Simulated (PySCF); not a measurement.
# Computed properties of C3H5ClSi, SMILES C=C=C[SiH2]Cl

C3H5ClSi, SMILES C=C=C[SiH2]Cl. Coordinates come from a PBE0-D3(BJ)/def2-SVP optimisation. This is a generated structure with no PubChem entry under its InChIKey; it may be hypothetical. The values are those of a single conformer. All values are computed for the isolated molecule unless a solvent is named; none is compared with measurement here.

**Structure.** All 24 harmonic modes at PBE0-D3(BJ)/def2-SVP (PySCF) are real, so it is a minimum. With heavy atoms numbered as in [CH2:1]=[C:2]=[CH:3][SiH2:4][Cl:5], the shortest bond between them is C1–C2 at 1.307 Å and the longest Si4–Cl5 at 2.075 Å.

**Vibrations.** The strongest infrared lines (harmonic, unscaled, degenerate partners summed) lie at 2072 cm⁻¹ (223 km/mol, C 98 %), 880 cm⁻¹ (189 km/mol, H 86 %, C 11 %), 869 cm⁻¹ (160 km/mol, H 92 %). The softest mode is at 44 cm⁻¹ and the zero-point energy is 41.0 kcal/mol.

**Electronic structure.** PBE0/def2-TZVP (PySCF) places the frontier levels at -7.75 and -0.74 eV, a gap of 7.01 eV, and gives a dipole moment of 1.91 D and a mean polarisability of 76.0 bohr³. PBE/def2-TZVP (PySCF) at the same geometry gives -6.59 and -1.69 eV, so its gap is 2.11 eV narrower. An orbital gap is neither the optical nor the fundamental gap.

**Excitations.** TDA-M06-2X/def2-SVPD (PySCF) has S1 at 5.28 eV (235 nm, f = 0.001, dark); the most intense of the 10 singlets computed lies at 7.81 eV (f = 0.86). T1 (TDA) is at 4.75 eV, 0.53 eV under S1. TDA-PBE/def2-SVPD (PySCF) puts S1 at 5.03 eV. No vertical singlet excitation falls in the visible range (under 3.1 eV).

**NMR.** GIAO shifts at PBE0/pcSseg-1 (PySCF) (non-relativistic, atoms alike by connectivity averaged): ¹³C from 75.7 to 231.3 ppm against TMS; ¹H from 5.1 to 5.6 ppm against TMS; ²⁹Si at -8.8 ppm against TMS. Without spin–orbit terms, shifts of atoms bonded to Cl or Br come out too high.

**Solvation.** SMD-ωB97X/def2-SVP (PySCF) gives 1.2 kcal/mol in water, -2.9 kcal/mol in n-hexane, -2.6 kcal/mol in cyclohexanone (1 M in both phases, gas-phase geometry).
